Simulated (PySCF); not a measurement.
## Correlation energy of Ta+ (tantalum, charge +1)

[Xe] 4f14 5d3 6s1, high-spin 5F determinant. All numbers are calculated (PySCF 2.14, a scalar-relativistic core potential, in aug-cc-pwCVQZ-PP with ECP60MDF). Frozen: 5s2 5p6; 4 electrons correlated.

MP2 pair energies summed by pair of shells (mhartree):

```csv
pair,energy,share (%)
5d-5d,-15.65,53.1
5d-6s,-13.80,46.9
```

Total MP2 correlation energy: -29.45 mhartree.

Same-spin part -29.45 and opposite-spin part 0.00 mhartree; SCS-MP2 scales them by 1/3 and 6/5 to -9.82 mhartree.
